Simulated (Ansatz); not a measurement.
`N[SiH](F)F` + H₂O → `N[SiH](O)F` + H–F at 298.15 K and 1 bar (formal hydrolysis of the Si–F bond).

Computed with Ansatz on PBE0-D4/def2-TZVP structures; ΔE is electronic, products minus reactants. CCSD(T)/CBS is extrapolated from def2-TZVPP and def2-QZVPP, frozen cores. One conformer a species, not always the lowest.

| species | CCSD(T)/CBS energy (Eh) | H − E (kJ/mol) | S (J/(mol·K)) |
| --- | --- | --- | --- |
| `N[SiH](F)F` | -545.34452 | 123.9 | 306.8 |
| H₂O | -76.37685 | 66.4 | 188.7 |
| `N[SiH](O)F` | -521.31135 | 155.5 | 308.4 |
| H–F | -100.39431 | 33.5 | 173.6 |

H − E and S are ideal-gas, rigid-rotor, harmonic terms from PBE0-D4/def2-TZVP, for one conformer and one mirror image of each species. 1 Eh = 2625.50 kJ/mol, R = 8.31446 J/(mol·K).

**Question.** By hand: ΔE, ΔH, ΔS and ΔG.

**Answer.** ΔE = (-521.31135) + (-100.39431) − (-545.34452) − (-76.37685) = 0.01571 Eh = 41.2 kJ/mol. Δ(H − E) = 155.5 + 33.5 − 123.9 − 66.4 = -1.3, so ΔH = 39.9 kJ/mol. ΔS = 308.4 + 173.6 − 306.8 − 188.7 = -13.5 J/(mol·K). ΔG = 39.9 − 298.15 × (-13.5)/1000 = 43.9 kJ/mol.

**Question.** By hand: the equilibrium constant, and the temperature at which ΔG would vanish if ΔH and ΔS stayed fixed.

**Answer.** log₁₀ K = −ΔG/(RT ln 10) = -7.7. ΔH and −TΔS have one sign here, so there is no such temperature.

The number of gas molecules stays the same, so ΔS is small and ΔH decides. A doubt of 5 kJ/mol in ΔE shifts log₁₀ K by 0.9 here. Other conformers and mirror images would add mixing entropy, several J/(mol·K) or more a flexible species. These are equilibria of isolated gas molecules and say nothing of rates. Largest T1 diagnostic: 0.011 (customary marks: 0.02 for closed shells, 0.045 for open ones).
